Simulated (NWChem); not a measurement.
Everything below was run with NWChem. System: GeSe, charge 0, spin multiplicity 1, at a geometry optimised with PBE/def2-SVP. The structure started from a generated list of species. Level: TDA-BHandHLYP/def2-SVPD.

Input file:

```
start mol
memory heap 200 mb stack 900 mb global 1100 mb
geometry units angstroms nocenter noautoz
  Ge     0.000000     0.000000     1.117335
  Se     0.000000     0.000000    -1.051609
  symmetry group C2v
end
basis spherical
  * library def2-svpd
end
dft
  xc bhlyp
  semidirect memsize 60000000 filesize 0
  iterations 100
end
tddft
  cis
  nroots 8
  notriplet
  thresh 1e-4
end
task tddft energy
```

Part of the output:

```
             Northwest Computational Chemistry Package (NWChem) 7.3.0
             --------------------------------------------------------

                                NWChem Input Module
                                -------------------

 Scaling coordinates for geometry "geometry" by  1.889725989
 (inverse scale =  0.529177249)

 Turning off AUTOSYM since
 SYMMETRY directive was detected!

                             Geometry "geometry" -> ""
                             -------------------------

 Output coordinates in angstroms (scale by  1.889725989 to convert to a.u.)

  No.       Tag          Charge          X              Y              Z
 ---- ---------------- ---------- -------------- -------------- --------------
    1 Ge                  32.0000     0.00000000     0.00000000     1.11733500
    2 Se                  34.0000     0.00000000     0.00000000    -1.05160900

 Effective nuclear repulsion energy (a.u.)     265.4493831614

            Nuclear Dipole moment (a.u.)
            ----------------------------
        X                 Y               Z
 ---------------- ---------------- ----------------
     0.0000000000     0.0000000000     0.0000264562

      Symmetry information
      --------------------

 Group name             C2v
 Group number             16
 Group order               4
 No. of unique centers     2

      Symmetry unique atoms

     1    2


 Summary of "ao basis" -> "" (spherical)
 ------------------------------------------------------------------------------
       Tag                 Description            Shells   Functions and Types
 ---------------- ------------------------------  ------  ---------------------
 *                         def2-svpd                  on all atoms

                                 NWChem DFT Module
                                 -----------------

 Summary of "ao basis" -> "ao basis" (spherical)
 ------------------------------------------------------------------------------
       Tag                 Description            Shells   Functions and Types
 ---------------- ------------------------------  ------  ---------------------
[...]
            d_exc =   2.9841 Angstrom
            d_CD1 =   1.5577 Angstrom
            d_CD2 =  -0.8730 Angstrom
            d_CD3 =   4.0466 Angstrom
     Pearson C.C. =  -0.0219

     Occ.   30  a1  ---  Virt.   36  a1      -0.05144
     Occ.   31  a1  ---  Virt.   36  a1       0.46581
     Occ.   31  a1  ---  Virt.   37  a1      -0.08162
     Occ.   31  a1  ---  Virt.   40  a1       0.09921
     Occ.   31  a1  ---  Virt.   43  a1      -0.22947
     Occ.   31  a1  ---  Virt.   46  a1       0.12201
     Occ.   31  a1  ---  Virt.   51  a1      -0.06426
     Occ.   31  a1  ---  Virt.   55  a1      -0.05001
     Occ.   32  b2  ---  Virt.   35  b2      -0.57963
     Occ.   32  b2  ---  Virt.   45  b2      -0.05398
     Occ.   33  b1  ---  Virt.   34  b1      -0.57963
     Occ.   33  b1  ---  Virt.   44  b1       0.05398
  ----------------------------------------------------------------------------
  Root   7 singlet b1             0.249151441 a.u.                6.7798 eV
  ----------------------------------------------------------------------------
     Transition Moments    X  0.49032   Y -0.04390   Z  0.00000
     Transition Moments   XX -0.00000  XY -0.00000  XZ -1.55689
     Transition Moments   YY -0.00000  YZ  0.13939  ZZ  0.00000
     Dipole Oscillator Strength                    0.0402532123
     Electric Quadrupole                           0.0000002012
     Magnetic Dipole                               0.0000000217
     Total Oscillator Strength                     0.0402534353

          sigma_e =   2.9854 Angstrom
          sigma_h =   1.5666 Angstrom
         |d_h->e| =   0.4369 Angstrom
            d_exc =   3.3953 Angstrom
            d_CD1 =   1.8557 Angstrom
            d_CD2 =  -1.8392 Angstrom
            d_CD3 =   3.8322 Angstrom
     Pearson C.C. =   0.0032

     Occ.   30  a1  ---  Virt.   34  b1       0.05910
     Occ.   32  b2  ---  Virt.   36  a1      -0.08063
     Occ.   33  b1  ---  Virt.   36  a1       0.90052
     Occ.   33  b1  ---  Virt.   37  a1      -0.37098
     Occ.   33  b1  ---  Virt.   40  a1       0.07311
     Occ.   33  b1  ---  Virt.   43  a1      -0.12802
     Occ.   33  b1  ---  Virt.   46  a1       0.11482
  ----------------------------------------------------------------------------
  Root   8 singlet b2             0.249151441 a.u.                6.7798 eV
  ----------------------------------------------------------------------------
     Transition Moments    X -0.04390   Y -0.49032   Z  0.00000
     Transition Moments   XX  0.00000  XY  0.00000  XZ  0.13939
     Transition Moments   YY  0.00000  YZ  1.55689  ZZ  0.00000
     Dipole Oscillator Strength                    0.0402532128
     Electric Quadrupole                           0.0000002012
     Magnetic Dipole                               0.0000000217
     Total Oscillator Strength                     0.0402534357

          sigma_e =   2.9854 Angstrom
          sigma_h =   1.5666 Angstrom
         |d_h->e| =   0.4369 Angstrom
            d_exc =   3.3953 Angstrom
            d_CD1 =   1.8557 Angstrom
            d_CD2 =  -1.8392 Angstrom
            d_CD3 =   3.8322 Angstrom
     Pearson C.C. =   0.0032

     Occ.   30  a1  ---  Virt.   35  b2      -0.05910
     Occ.   32  b2  ---  Virt.   36  a1      -0.90052
     Occ.   32  b2  ---  Virt.   37  a1       0.37098
     Occ.   32  b2  ---  Virt.   40  a1      -0.07311
     Occ.   32  b2  ---  Virt.   43  a1       0.12802
     Occ.   32  b2  ---  Virt.   46  a1      -0.11482
     Occ.   33  b1  ---  Virt.   36  a1      -0.08063

              Target root =      1
          Target symmetry = none
      Ground state energy =  -4478.008990172401
        Excitation energy =      0.122476147168
     Excited state energy =  -4477.886514025233

  stored tddft:energy   -4477.8865140252328

 Task  times  cpu:       67.8s     wall:       67.8s

 Total times  cpu:       67.9s     wall:       67.9s
```
